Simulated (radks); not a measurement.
Results of a calculation; reference values are marked as such.
The tin anion Sn4-, [Xe], held by a Watson sphere: a shell of charge +5.47 at radius R that stands for the Madelung well of a crystal (potential energy -5.47/R inside, -5.47/r outside, in hartree with lengths in bohr). Level of theory: scalar-relativistic Kohn-Sham, LDA (Slater exchange, Perdew-Wang correlation), spin-polarised, spherical densities, finite nucleus; Fermi nuclear charge, rms radius of each element as measured or else 0.836 A^(1/3) + 0.57 fm (a radial shooting solver on a logarithmic mesh with Libxc functionals). Response by self-consistent Sternheimer equations with the Hartree and adiabatic LDA kernel, the relativistic mass of each level held fixed and spin-orbit coupling left out. The sphere does not respond.

| R (bohr) | e(4d) (eV) | e(5s) (eV) | e(5p) (eV) | <r> 5p (bohr) | sum of <r^2> (bohr^2) | X-ray form factor at sin(theta)/lambda = 0.1 1/angstrom | alpha (bohr^3) |
|---|---|---|---|---|---|---|---|
| 2.36 | -40.442 | -27.728 | -19.525 | 2.565 | 79.72 | 48.996 | 28.52 |
| 3.53 | -33.028 | -20.590 | -14.633 | 3.190 | 107.5 | 47.882 | 68.81 |
| 3.89 | -31.885 | -19.049 | -13.407 | 3.384 | 117.1 | 47.581 | 89.28 |
| 4.55 | -30.375 | -16.841 | -11.527 | 3.742 | 135.9 | 47.104 | 141.0 |
| 5.32 | -29.177 | -15.039 | -9.840 | 4.165 | 160.1 | 46.672 | 231.8 |
| 5.5 | -28.957 | -14.711 | -9.511 | 4.264 | 166.1 | 46.591 | 258.8 |
